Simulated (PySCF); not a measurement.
Species: C₄H₉FS₂Si.
Atom-mapped SMILES: `[F:1][C@@H:2]1[CH2:3][SiH2:4][CH2:5][S:6][S:7][CH2:8]1`

Cartesian coordinates in Å at the GFN2-xTB level; atoms count from 1:
```
atom  x, y, z in Å
F1    -1.6203   -0.7127    1.6362
C2    -1.4893   -0.7443    0.2590
C3    -0.1010   -1.2523   -0.1007
Si4    1.3496   -0.3514    0.7635
C5     2.0372    0.9439   -0.4656
S6     0.7190    1.9217   -1.2709
S7    -0.7196    1.9907    0.1529
C8    -1.8517    0.6216   -0.3062
H9    -2.2554   -1.4577   -0.0856
H10   -0.0558   -2.3044    0.1810
H11    0.0026   -1.2069   -1.1853
H12    2.4348   -1.3214    0.9477
H13    0.9694    0.2601    2.0308
H14    2.7123    1.6429    0.0228
H15    2.5776    0.4730   -1.2841
H16   -2.8200    0.9301    0.0874
H17   -1.8964    0.5792   -1.3929
```

Definitions: NICS(0) = −σiso at the ring centroid; NICS(1) = −σiso and NICS(1)zz = −σzz at ±1 Å along the ring normal z. Level: GIAO PBE0/pcSseg-1 (PySCF, non-relativistic, gas phase) on the GFN2-xTB geometry, one conformer.

Ring bond lengths (Å), with Mayer bond orders in brackets: C2–C3 1.521 (1.04), C3–Si4 1.914 (0.86), Si4–C5 1.913 (0.85), C5–S6 1.828 (0.95), S6–S7 2.025 (1.06), S7–C8 1.835 (0.96), C8–C2 1.522 (0.99).

Question: Give the NICS values of each ring in ppm.

Answer: 
```json
{"ring": "C2–C3–Si4–C5–S6–S7–C8", "type": "7-membered ring with 2 S and Si; formal bonds all single", "NICS(0)": "-3.5", "NICS(1), two faces": "-2.5 / -3.9", "NICS(1)zz, two faces": "2.0 / 2.4", "rms pucker (Å)": "0.48", "centre to ring atoms, mean (Å)": "1.88"}
```

Question: What do they say, and how far can they be read as aromaticity?

Answer: 
- C2–C3–Si4–C5–S6–S7–C8: mean NICS(1)zz 2.2 ppm, near zero. C2, C3, Si4, C5, C8 have four or more neighbours, and the NICS criterion for π rings isn't applied.

Question: What are the shieldings of the ring atoms and their hydrogens in the same run (means over atoms taken as equivalent)?

Answer: 
```csv
atoms,environment,σ isotropic (ppm)
C2,sp3 C–F carbon,95.1
C3,sp3 carbon bound to silicon,166.2
Si4,SiH2 silicon,400.4
C5,sp3 carbon bound to sulfur,160.6
S6,disulfide sulfur,443.2
S7,disulfide sulfur,479.6
C8,sp3 carbon bound to sulfur,126.9
H9,methine hydrogen,26.26
H10,methylene hydrogen,29.97
H11,methylene hydrogen,30.76
H12,Si–H hydrogen,27.43
H13,Si–H hydrogen,26.54
H14,methylene hydrogen,28.89
H15,methylene hydrogen,29.87
```

The list is cut; further classes of hydrogen are left out.
